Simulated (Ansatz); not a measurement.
Consider the substitution at a C–C bond: `C#CC[SiH2]C` + `CC(O)F` → `C#COC(C)F` + `C[SiH2]C`.

Gas-phase electronic energies from Ansatz, PBE0-D4/def2-TZVP geometries. CCSD(T)/CBS adds triple-zeta CCSD(T) − MP2 to the extrapolated MP2 energy (def2 sets, frozen cores). One conformer a species, not always the lowest.

```csv
species,MP2/def2-TZVPP energy (Eh)
`C#CC[SiH2]C`,-445.86122
`CC(O)F`,-253.90029
`C#COC(C)F`,-329.84921
`C[SiH2]C`,-369.87813
```

Question: Work out ΔE.

Answer: ΔE = (-329.84921) + (-369.87813) − (-445.86122) − (-253.90029) = 0.03417 Eh = +89.7 kJ/mol. CCSD(T)/CBS gives +88.3 kJ/mol.

Largest T1 diagnostic among the species: 0.012.

In def2-TZVPP, CCSD(T) changes the Hartree–Fock value by +5.0 kJ/mol (the triples alone add −0.7 kJ/mol) and MP2 by +10.2 kJ/mol. From PBE to PBE0 (25 % exact exchange), in def2-TZVPP and without D4, ΔE moves by +3.5 kJ/mol.
